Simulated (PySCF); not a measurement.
Te²⁴⁺: ionisation energy

Te²⁴⁺ [Ar] 3d10 (1S) → Te²⁵⁺ [Ar] 3d9 (2D), as a difference of total energies. Calculation: PySCF 2.14, in an even-tempered Gaussian basis (19 s from 2.9 bohr⁻², ratio 2.5; 13 p from 3.8 bohr⁻², ratio 2.5; 8 d from 3.8 bohr⁻², ratio 2.5; 4 f from 19 bohr⁻², ratio 2.7; 3 g from 29 bohr⁻², ratio 2.7); the spin-free X2C one-electron Hamiltonian (Gaussian nucleus). Correlated levels: outer shells: [Ne] frozen; virtual orbitals above 40 to 60 times the deepest correlated orbital energy dropped. The calculations carry no spin-orbit coupling.

```json
{"method": "UHF", "ionisation energy (eV)": "1309.5"}
{"method": "LDA", "ionisation energy (eV)": "1309.4"}
{"method": "PBE", "ionisation energy (eV)": "1308.6"}
{"method": "PBE0", "ionisation energy (eV)": "1309.4"}
{"method": "r2SCAN", "ionisation energy (eV)": "1309.6"}
{"method": "r2SCAN0", "ionisation energy (eV)": "1310.1"}
{"method": "MN15", "ionisation energy (eV)": "1307.9"}
{"method": "MP2 (outer shells)", "ionisation energy (eV)": "1311.2"}
{"method": "SCS-MP2 (outer shells)", "ionisation energy (eV)": "1310.9"}
```

A first-order spin-orbit estimate (lowest level to lowest level, LS coupling) adds -4.427 eV.

Breit and QED terms and the two-electron picture change are absent.

For comparison: 1304 ± 4 eV (theoretical estimate listed by NIST; NIST Atomic Spectra Database, ionization energies).
